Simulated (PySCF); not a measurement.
Constitutional and geometric isomers with formula C2H5B. Isolated molecules, 0 K electronic values unless said otherwise. One relaxed conformer stands for each flexible species; it need not be the lowest. Strings in code marks are SMILES.

The T1 excitation (TDA) from two functionals at the same geometries (B3LYP-D3(BJ)/def2-TZVP), both in PySCF: PBE-D3(BJ)/def2-TZVP and B3LYP-D3(BJ)/def2-TZVP. B3LYP has the VWN-RPA correlation part, as in Gaussian. Excitations are Tamm–Dancoff values on a coarser integration grid. The basis has no diffuse functions, so Rydberg states are missing or too high.

```json
[
 {"species": "`[H]/B=C/C`", "B3LYP-D3(BJ)/def2-TZVP (eV)": "2.49"},
 {"species": "`BC=C`", "B3LYP-D3(BJ)/def2-TZVP (eV)": "3.62"},
 {"species": "`B1CC1`", "B3LYP-D3(BJ)/def2-TZVP (eV)": "3.54"}
]
```

Q: What does PBE-D3(BJ)/def2-TZVP give for each?

A: 
- `[H]/B=C/C`: 2.39
- `BC=C`: 3.59
- `B1CC1`: 3.32
Over these rows, drawn at random from the members with no instability flagged (it was tested for open shells, ions and some series alone), PBE minus B3LYP-D3(BJ): mean -0.12 eV, from -0.22 eV to -0.03 eV.
